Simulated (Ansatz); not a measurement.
Reactions of `CS[SiH](O)O`.

Gas-phase electronic energies from Ansatz, PBE0-D4/def2-TZVP geometries. CCSD(T)/CBS adds triple-zeta CCSD(T) − MP2 to the extrapolated MP2 energy (def2 sets, frozen cores). This one scheme is used for every species. DFT in def2-TZVPP. Elements past krypton have def2 core potentials. For Au, Ge outer-core shells are correlated without core-valence functions, which leaves a few kJ/mol of doubt a bond. Scalar relativity is left out up to krypton. One conformer a species, not always the lowest.

| reaction | CCSD(T)/CBS(def2) (eV) |
| --- | --- |
| `CS[SiH](O)O` + dimethylamine → `CN(C)[SiH](O)O` + CH₃SH | ? |
| `CS[SiH](O)O` + `S[SiH2]Cl` → `O[SiH](O)S[SiH2]Cl` + CH₃SH | -0.08 |
| `CS[SiH](O)O` + `N[SiH](F)F` → `O[SiH](O)N[SiH](F)F` + CH₃SH | -0.14 |
| `CS[SiH](O)O` + `F[SiH2]CS` → `O[SiH](O)C[SiH2]F` + `CSS` | ? |
| `CS[SiH](O)O` + `C[SiH](F)N[SiH](Cl)Cl` → `C[SiH](F)N[SiH](O)O` + `CS[SiH](Cl)Cl` | -0.06 |
| `CS[SiH](O)O` + `CNCS` → `CCNCS` + `O[SiH](O)S` | -0.22 |
| `CS[SiH](O)O` + `O[SiH](F)S` → `O[SiH](O)S[SiH](O)F` + CH₃SH | -0.14 |
| `CS[SiH](O)O` + `N[Si](F)(F)F` → `O[SiH](O)N[Si](F)(F)F` + CH₃SH | -0.17 |
| `CS[SiH](O)O` + `[OH][GeH2][OH]` → `[OH][GeH2][O][SiH](O)O` + CH₃SH | -0.83 |
| `CS[SiH](O)O` + `[SH][Au]` → `C[S][Au]` + `O[SiH](O)S` | ? |

Task: Fill in the missing values. (An estimate is asked.)

Result: Computed: `CS[SiH](O)O` + dimethylamine → `CN(C)[SiH](O)O` + CH₃SH: -0.05 eV; `CS[SiH](O)O` + `F[SiH2]CS` → `O[SiH](O)C[SiH2]F` + `CSS`: +0.13 eV; `CS[SiH](O)O` + `[SH][Au]` → `C[S][Au]` + `O[SiH](O)S`: +0.04 eV.

Largest T1 diagnostic: 0.025, for `[SH][Au]`, so its coupled-cluster energy is less sure.
